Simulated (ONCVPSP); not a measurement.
Pseudopotential generation for C (Z = 6): ONCV, PBE, scalar-relativistic.

carbon, optimised norm-conserving Vanderbilt (ONCV), made with ONCVPSP 4.0.1 (PBE, scalar-relativistic). Core [He], reference 2s2 2p2. Waves: 2s: rc 1.05 bohr, ncon 3, nbas 6, qcut 6.2 1/bohr, 2 projectors, debl 2.4 Ha; 2p: rc 2.30 bohr, ncon 5, nbas 9, qcut 7.3 1/bohr, 2 projectors, debl 2 Ha; d scattering state at 0.04 Ha: rc 1.95 bohr, ncon 4, nbas 8, qcut 5.8 1/bohr, 2 projectors, debl 2.2 Ha. Local part: polynomial inside 0.90 bohr (lpopt 5, dvloc0 4 Ha). Core correction: Teter function, fcfact 3.75, rcfact 1.3.

All-electron outer shells of the reference configuration (PBE, scalar-relativistic, ld1.x):

| shell | level (eV) | outermost node (bohr) | outermost maximum (bohr) |
| --- | --- | --- | --- |
| 1s | -273.38 | – | 0.17 |
| 2s | -13.75 | 0.38 | 1.22 |
| 2p | -5.29 | – | 1.20 |

Calculated quality:

| Item | Value |
| --- | --- |
| Cutoffs needed | 18 Ha and 64 Ha (the cutoffs (Ha) at which the residual kinetic energy of the hardest occupied pseudo-wave falls to 1 and 0.1 mHa per electron) |
| Ghost test | no bound ghost flagged; no localised positive-energy state flagged |
| Largest excitation error | +680 meV (all-electron minus pseudo) for 2s1 2p0, out of 4 test configurations |
| rms error of d²Exc/dni dnj | 1.98 mHa without and 1.93 mHa with the model core |

Generation and tests took about 2.3 s on one core of a shared server CPU.
